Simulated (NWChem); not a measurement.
System: BGeH3Cl2; SMILES [GeH3][B](Cl)Cl

```xyz
7

B     -0.0035     0.5749    -0.0112
Cl    -1.4928     1.4900     0.0076
Cl     1.5099     1.4518     0.0084
Ge    -0.0093    -1.4954    -0.0065
H      0.2681    -1.9857     1.4289
H     -1.3656    -2.0633    -0.4588
H      1.1037    -2.0472    -0.9155
```
Atoms are numbered in this order, from 1.

All runs: NWChem. Coordinates come from a PBE0/def2-SVP optimisation. Vzz is the largest principal value of the second derivative of the potential at the nucleus (NWChem prints the opposite sign); η is the asymmetry. Non-relativistic.

```csv
level,Vzz B1 (a.u.),η B1,Vzz Cl3 (a.u.),η Cl3,Vzz Ge4 (a.u.),η Ge4,relative time
PBE0/def2-TZVP,0.358,0.50,2.030,0.75,0.064,0.93,1
PBE0/cc-pVTZ,0.354,0.50,1.870,0.75,0.065,0.80,3
CAM-B3LYP/def2-SVP,0.353,0.57,1.900,0.71,-0.212,0.19,1
CAM-B3LYP/cc-pVTZ,0.386,0.51,1.919,0.73,-0.101,0.64,10
```

Times are rough ratios from one shared machine.
